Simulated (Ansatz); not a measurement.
Species: SnS, charge 0, multiplicity 1. SMILES: [Sn]=[S]
Geometry: optimised at B3LYP-D3(BJ)/def2-TZVP (Ansatz, a program for electronic structure).

Wanted: atomisation energy (electronic, to ground-state atoms), in kJ/mol. Correlated levels leave the core frozen unless marked. UHF or UKS for open shells. Spin-orbit coupling is left out. Frozen are the shells of the preceding noble gas and the d and f shells that filled before the atom's block. In def2 rows, elements after Kr have scalar-relativistic effective core potentials. The coupled-cluster limit lacks core correlation, which all-electron functionals hold. CBS(X,Y): correlation extrapolated as X^-3; Hartree-Fock from the larger set.

| level | program | atomisation energy (kJ/mol) | minus last row | rough core time |
|---|---|---|---|---|
| PBE-D3(BJ)/def2-TZVPD | Ansatz + dftd3 | 519.4 | 30.8 | under 20 s |
| PBE-D4/def2-TZVPD | Ansatz + dftd4 | 520.2 | 31.6 | under 20 s |
| B3LYP-D4/def2-TZVPD | Ansatz + dftd4 | 488.4 | -0.2 | under 20 s |
| r2SCAN0-D4/def2-TZVPD | Ansatz + dftd4 | 464.8 | -23.8 | under 20 s |
| LC-wPBE-D4/def2-TZVPD | Ansatz + dftd4 | 444.9 | -43.7 | under 20 s |
| B2PLYP/def2-TZVPD | Ansatz | 484.4 | -4.2 | under 20 s |
| RI-MP2/def2-QZVPPD | Ansatz | 498.7 | 10.1 | under 20 s |
| SCS-MP2/def2-QZVPP | Ansatz | 488.0 | -0.6 | - |
| CCSD(T)/def2-QZVPPD | Ansatz | 477.9 | -10.7 | 26 s |
| CCSD(T)/CBS(def2-TZVPPD,def2-QZVPPD) | Ansatz | 488.6 | 0.0 | 30 s |

Core times are rough, on shared machines, summed over the molecules involved; a dash marks a level read off another run, or run on other hardware, by another program or under a memory cap.

The T1 diagnostic of CCSD in the largest basis is 0.026, which is high, so the coupled-cluster rows are less sure than usual.
